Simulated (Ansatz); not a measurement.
Consider the substitution at a C–Cl bond: `ClCCI` + HI → `ICCI` + HCl.

Calculated with Ansatz (gas phase, PBE0-D4/def2-TZVP geometries, no zero-point term in ΔE). CCSD(T)/CBS adds triple-zeta CCSD(T) − MP2 to the extrapolated MP2 energy (def2 sets, frozen cores). This one scheme is used for every species. DFT in def2-TZVPP. B3LYP here is the variant with VWN-RPA as its local correlation; programs differ in this. def2 core potentials past Kr. For I outer-core shells are correlated without core-valence functions, which leaves a few kJ/mol of doubt a bond. Each species was taken in one conformer, which may not be the lowest.

`ClCCI`:

Z-matrix (Å, degrees):
```
C
C 1 1.502
Cl 1 1.788 2 109.1
H 1 1.088 2 111.9 3 118.4
H 1 1.088 2 111.9 3 -118.4
I 2 2.143 1 109.5 3 -180.0
H 2 1.087 1 112.2 3 -62.3
H 2 1.087 1 112.2 3 62.3
```

HI:

Cartesian coordinates in Å:
```
I -0.656 -0.050 0.464
H 0.656 0.050 -0.464
```

`ICCI`:

```xyz
8

I    -0.290   -0.680    2.391
C     0.531   -0.294    0.437
C    -0.531    0.294   -0.437
I     0.290    0.680   -2.391
H     1.366    0.383    0.599
H     0.892   -1.253    0.076
H    -1.366   -0.383   -0.599
H    -0.892    1.253   -0.076
```

HCl:

```xyz
2

Cl   -0.264    0.465    0.351
H     0.264   -0.465   -0.351
```

(1) Is it downhill or uphill in electronic energy at CCSD(T)/CBS, and by how much? (Estimate.)

(2) What do these levels give: PBE-D4, r2SCAN-D4, ωB97X-V, PBE0, B3LYP, HF/def2-TZVPP, MP2/def2-TZVPP, CCSD(T)/def2-TZVPP, HF/def2-QZVPP, MP2/def2-QZVPP, MP2/CBS(def2), CCSD/CBS(def2)? (An estimate is asked.)

Largest T1 diagnostic among the species: 0.008.

Answers

(1) Ansatz gave: Downhill: ΔE = -6.1 kcal/mol.

(2) Computed: PBE-D4 -4.8, r2SCAN-D4 -4.5, ωB97X-V -3.3, PBE0 -3.9, B3LYP -3.7, HF/def2-TZVPP -2.3, MP2/def2-TZVPP -6.7, CCSD(T)/def2-TZVPP -5.2, HF/def2-QZVPP -2.3, MP2/def2-QZVPP -7.2, MP2/CBS(def2) -7.6, CCSD/CBS(def2) -5.5 kcal/mol.

The D4 term adds −1.0 kcal/mol with B3LYP and −0.5 kcal/mol with PBE0; it sums over pairs of atoms, weighted by their polarisabilities, and B3LYP, whose exchange is more repulsive, gets the larger term. In def2-TZVPP, CCSD(T) changes the Hartree–Fock value by −2.9 kcal/mol (the triples alone add −0.5 kcal/mol) and MP2 by −4.4 kcal/mol.
